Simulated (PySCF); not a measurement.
Molecule: `C[S@]([C@@H](CC)C)=O`, C₅H₁₂OS.

Geometry (Å), atoms numbered from 1 in this order:
```xyz
19

C    -2.253    0.042   -0.905
C    -1.555   -0.066    0.445
C    -0.086    0.335    0.367
C     0.582    0.356    1.726
S     0.747   -0.962   -0.709
C     2.324   -0.036   -0.976
O     1.074   -2.067    0.194
H    -2.192    1.061   -1.285
H    -1.793   -0.625   -1.630
H    -3.302   -0.224   -0.810
H    -1.615   -1.093    0.812
H    -2.065    0.577    1.168
H     0.019    1.283   -0.164
H     0.797   -0.670    2.025
H    -0.071    0.801    2.473
H     1.512    0.919    1.710
H     2.096    0.886   -1.496
H     2.811    0.154   -0.028
H     2.961   -0.663   -1.593
```

Frames of a GFN2-xTB Langevin trajectory at 400 K; GIAO PBE0/pcSseg-1 shieldings in PySCF, gas phase, non-relativistic; equivalent atoms averaged within each frame.

Chemical shifts δ = σref − σ; TMS for $^{13}$C (σ = 186.93 ppm) and $^{1}$H (σ = 31.72 ppm); CS2 for $^{33}$S (σ = 503.73 ppm); H2O for $^{17}$O (σ = 336.08 ppm), all at this level. The references are static minima.

Problem. How do the shifts (ppm) fluctuate along the trajectory?

Solution. 
```csv
time (fs),C3,C6,C2,C1,C4,S5,O7,H13,H14/H15/H16,H17/H18/H19
optimised geometry,65.0,41.3,28.9,14.9,8.8,292,24.9,1.72,1.36,2.08
250,80.6,40.2,24.4,19.8,11.4,339,33.5,2.94,1.66,1.63
425,75.0,49.2,28.1,12.1,17.0,337,52.5,1.95,2.35,2.47
625,72.8,40.4,27.8,9.5,18.9,320,6.7,1.41,2.05,2.05
800,70.3,49.9,23.0,13.0,12.1,292,30.9,0.83,1.39,3.01
1000,71.6,42.7,31.7,25.3,13.7,347,58.8,1.56,1.56,2.41
mean of frames,74.1,44.5,27.0,15.9,14.6,327,36.5,1.74,1.80,2.31
standard deviation,4.0,4.7,3.4,6.4,3.2,22,20.5,0.79,0.39,0.51
```

5 frames give an uncertainty of the mean of about the standard deviation over 2.2 at best, since frames this close in time may not be independent; classical motion lacks zero-point vibration, and the reference would need the same averaging.
